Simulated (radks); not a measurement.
Values are calculated unless marked as measured or tabulated.
The iridium ion Ir68+, configuration [He] 2s2 2p5. Level of theory: scalar-relativistic Kohn-Sham, BLYP, spin-polarised, spherical densities, finite nucleus; open shells are filled with parallel spins first (spin-orbit coupling, left out, can overturn this in heavy ions); Fermi nuclear charge, rms radius 5.4032 fm (a radial shooting solver on a logarithmic mesh with Libxc functionals).

Normalised radial functions P(r) = r R(r), r in bohr:

```
   r/bohr * 3s down (the largest magnitude, 2.72, reaches the edge; | marks zero)
0.0006522                             |  *
0.0008982                             |   *
 0.001237                             |   *
 0.001717                             |     *
 0.002365                             |      *
 0.003256                             |       *
 0.004485                             |         *
 0.006176                             |         *
 0.008573                             |         *
  0.01181                             |        *
  0.01626                             |    *
  0.02239                           * |
  0.03083                   *         |
  0.04246             *               |
  0.05895              *              |
  0.08118                          *  |
   0.1118                             |               *
    0.154                             |                          *
    0.212                             |                     *
   0.2943                             |         *
   0.4053                             | *
   0.5582                             *
```

3s down (empty): eigenvalue -8137.2 eV, 2 radial nodes at r = 0.0207, 0.0854 bohr, <r> = 0.173 bohr, 90 % of the charge inside 0.253 bohr.
